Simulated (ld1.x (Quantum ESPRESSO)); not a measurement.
## W (Z = 74): one change to an RRKJ potential, before and after

```
Element                 : W (Z = 74)
Generator               : ld1.x (Quantum ESPRESSO) 7.5
Type                    : norm-conserving RRKJ (Kleinman–Bylander form)
Functional              : LDA (PZ)
Relativity              : scalar-relativistic
Frozen core             : [Kr] 4d10 4f14
Valence charge          : 14
Reference configuration : 5s2 5p6 5d4 6s2 6p0
Partial waves           : 5p (bound): rc 2.10 bohr; 5d (bound): rc 2.55 bohr; 5s (bound): rc 1.00 bohr
Local potential         : the s channel
Core correction         : none
```

Occupied shells without a wave of their own: 6s. They enter only through the test configuration that unscreens the potential.

All-electron outer shells of the reference configuration (LDA (PZ), scalar-relativistic, ld1.x):

| shell | level (eV) | outermost node (bohr) | outermost maximum (bohr) |
| --- | --- | --- | --- |
| 4d | -238.26 | 0.22 | 0.45 |
| 5s | -79.30 | 0.53 | 0.96 |
| 5p | -43.38 | 0.57 | 1.09 |
| 4f | -33.46 | – | 0.43 |
| 6s | -5.91 | 1.28 | 2.64 |
| 5d | -4.68 | 0.63 | 1.50 |
| 6p | -1.47 | 1.54 | 3.75 |

Change: wave 5d (bound): rc 2.55 bohr becomes 5d (bound): rc 3.14 bohr.

Cutoffs: the cutoffs (Ry, on a coarse ladder) from which the occupation-weighted sum of valence levels, in a spherical-Bessel basis at the reference potential, stays within 10 and 1 mRy of its value at 400 Ry; they do not see the model core or the augmentation charge, which bear on the density cutoff. Errors are all-electron minus pseudo energies relative to the spin-unpolarised reference configuration.

**Question.** How do hardness, ghosts and transferability respond?

**Answer.** The potential gets neither clearly harder nor softer (110 Ry and 200 Ry → 110 Ry and 200 Ry); the s channel sets the loose cutoff, while the largest relative change is in d, which becomes softer; of the 9 tests that both files solve, the error grows in 3 and shrinks in 1 by more than 15 % and 0.3 meV (median size 106.4 → 127.2 meV); neither file shows a bound ghost.

```csv
quantity,base,changed
"cutoff, loose",110 Ry,110 Ry
"cutoff, tight",200 Ry,200 Ry
loose cutoff by channel (10 mRy a level),"p 21 Ry, d 18 Ry, s 100 Ry","p 21 Ry, d 15 Ry, s 100 Ry"
bound ghosts,none,none
"largest miss of a reference level, eV",0.08,0.08
"error for 5s2 5p6 5d4 6s1 6p0, meV [ΔE 9.13 eV]",-106,-109
"error for 5s2 5p6 5d4 6s0 6p0, meV [ΔE 25.16 eV]",-260,-287
"error for 5s2 5p6 5d3 6s0 6p0, meV [ΔE 50.86 eV]",-364,-384
"error for 5s2 5p6 5d4 6s1.5 6p0, meV [ΔE 3.74 eV]",-48,-48
"error for 5s2 5p6 5d3 6s2 6p1, meV [ΔE 4.10 eV]",+82,+127
"error for 5s2 5p6 5d4 6s1 6p1, meV [ΔE 4.57 eV]",-40,-42
"error for 5s2 5p6 5d5 6s1 6p0, meV [ΔE 1.55 eV]",-69,-39
"error for 5s2 5p6 5d4 6s2 6p0 (spin-polarised), meV [ΔE -1.93 eV]",+229,+339
"error for 5s2 5p6 5d4 6s1 6p0 (spin-polarised), meV [ΔE 6.05 eV]",+186,+345
```

Base: The 6s level has no wave, so the channel is fitted at the deeper level alone: the likely source of the large errors. Changed file: The 6s level has no wave, so the channel is fitted at the deeper level alone: the likely source of the large errors.
